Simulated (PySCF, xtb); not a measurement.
F3H3Si2, SMILES F[SiH2][SiH](F)F.

GFN2-xTB (xtb) at its own geometry gives an orbital gap of 4.45 eV and a dipole moment of 1.14 D.

Geometry: ωB97X-D3(BJ)/def2-SVP. Other conformers were not sampled.

Q: What does HF/def2-TZVP (PySCF) give? (An estimate is asked for; the answer gives what the named calculation found.)

A: gap 13.86 eV (levels -11.94 and 1.92 eV), dipole 1.50 D.
